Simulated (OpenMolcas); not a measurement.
Levels of Mn²⁺ by method

```json
{
  "Program": "OpenMolcas 26.06",
  "Basis": "ANO-RCC-VQZP [7s6p4d3f2g1h]",
  "Scalar Hamiltonian": "DKH2, point nucleus",
  "Active space": "5 electrons in 6 orbitals (3d 4s)",
  "State averaging": "2S+1 = 6 even, 6 roots; 2S+1 = 4 even, 59 roots kept (CI in the orbitals of an earlier block); 2S+1 = 2 even, 101 roots kept (CI in the orbitals of an earlier block)",
  "Spin-orbit coupling": "RASSI with atomic mean-field integrals over the reference wave functions, term energies averaged over their components"
}
```

Methods on the same reference wave functions:
A. CASSCF
B. SS-CASPT2, IPEA 0.25 Eh, imaginary shift 0.1 Eh (closed shells correlated: 3s 3p)
C. MS-CASPT2, IPEA 0.25 Eh, imaginary shift 0.1 Eh (closed shells correlated: 3s 3p)

Energies in eV above 3d⁵ ⁶S_5/2, the measured ground level; measured values from Corliss and Sugar, J. Phys. Chem. Ref. Data 6, 1253 (1977).

```
               Level       A       B       C  Measured
          3d⁵ ⁶S_5/2  0.0000  0.0000  0.0000    0.0000
          3d⁵ ⁴G_5/2  4.2605   3.312   3.312          
          3d⁵ ⁴G_7/2  4.2625   3.314   3.314    3.3302
         3d⁵ ⁴G_11/2  4.2628   3.315   3.315          
          3d⁵ ⁴G_9/2  4.2636   3.316   3.316          
          3d⁵ ⁴P_5/2  4.9043   3.617   3.617    3.6163
          3d⁵ ⁴P_3/2  4.9094   3.623   3.623          
          3d⁵ ⁴P_1/2  4.9155   3.631   3.630          
          3d⁵ ⁴D_7/2  5.3032   3.958   3.957    4.0056
          3d⁵ ⁴D_1/2  5.3092   3.965   3.965    4.0132
          3d⁵ ⁴D_3/2  5.3138   3.970   3.970          
          3d⁵ ⁴D_5/2  5.3149   3.971   3.971    4.0151
         3d⁵ ²I_11/2  6.0737   4.878   4.878    4.8570
         3d⁵ ²I_13/2  6.0782   4.885   4.885    4.8573
       3d⁴ 4s ⁶D_1/2  6.2859   7.693   7.693    7.7437
       3d⁴ 4s ⁶D_3/2  6.2998   7.707   7.707    7.7575
       3d⁴ 4s ⁶D_5/2  6.3227   7.730   7.730    7.7797
       3d⁴ 4s ⁶D_7/2  6.3537   7.761   7.761    7.8096
       3d⁴ 4s ⁶D_9/2  6.3922   7.799   7.799    7.8464
3d⁵ ²D_5/2(1) [73 %]  6.8473   5.106   5.106    5.1129
       3d⁵ ²D_3/2(1)  6.9004   5.153   5.153    5.1540
       3d⁵ ²F_7/2(1)  7.0312   5.301   5.301    5.2825
3d⁵ ²F_5/2(1) [55 %]  7.0941   5.354   5.354          
          3d⁵ ⁴F_9/2  7.1434   5.369   5.369    5.4024
```

Deviations, from unrounded energies. A percentage is the sum of absolute deviations over the sum of measured energies, with the sign that they share, or ± where signs differ.

| Against measurement | Levels | A | B | C |
| --- | --- | --- | --- | --- |
| mean absolute deviation (cm-1) | 16 | 11000 | 260 | 260 |
| other terms of the ground configuration (%) | 11 | +31.3 | ±0.5 | ±0.5 |
| other configurations (%) | 5 | -18.7 | -0.6 | -0.6 |

B, C lie about equally close to measurement and A furthest from it. The largest miss of B in the table is 3d⁴ 4s ⁶D_1/2, by -410 cm-1. The ranking rests on the paired levels alone, and a cruder setting can come out closer through cancelling errors.

Between B and C no level of the table moves by more than 5 cm-1.

The two smallest mean deviations differ by little beside CASPT2's spread within terms, so their order carries little weight.

From A to B the spin-free energies of the other terms of 3d⁵ shown, above ⁶S, scale by factors of 0.74 to 0.80, as is usual when dynamic correlation screens the repulsion within a d or f shell.

The lowest spin-free term lies below A's lowest term by 0.507 hartree in B, 0.507 hartree in C.

CASPT2 breaks the degeneracy within a term, and the mean is taken; among the terms shown or strongly mixed into the levels shown the widest spread is 330 cm-1 (3d⁵ ⁴F, C). Over all roots computed the reference weight is 0.88 to 0.94 in B, 0.88 to 0.94 in C; the roots of lowest weight are the least certain, and an intruder state may touch them. Terms from blocks run as CI alone lack orbitals of their own. A single d shell beside an s shell can misplace configurations of different d count against each other. Without dynamic correlation excited terms often stand tens of per cent too high (terms of higher spin than the ground term too low), and those without a measured partner can miss by more than the paired ones (holds for A). Blocks of more than 70 roots (2S+1 = 2 even) ran without multistate coupling (holds for C). Computed and measured levels are paired by configuration, term and J; levels that our copy of the source lacks, or whose pairing is in doubt (as where it misses far off the trend of its configuration), stay unpaired and out of the deviations. Only configurations of the active space appear. Levels that lie high or do not pair safely by name in every column are left out.

A share in square brackets marks a mixed level and gives the weight of the term that names it, the lowest over the columns. A number in round brackets counts repeated terms of one configuration in the order of the reference energies.
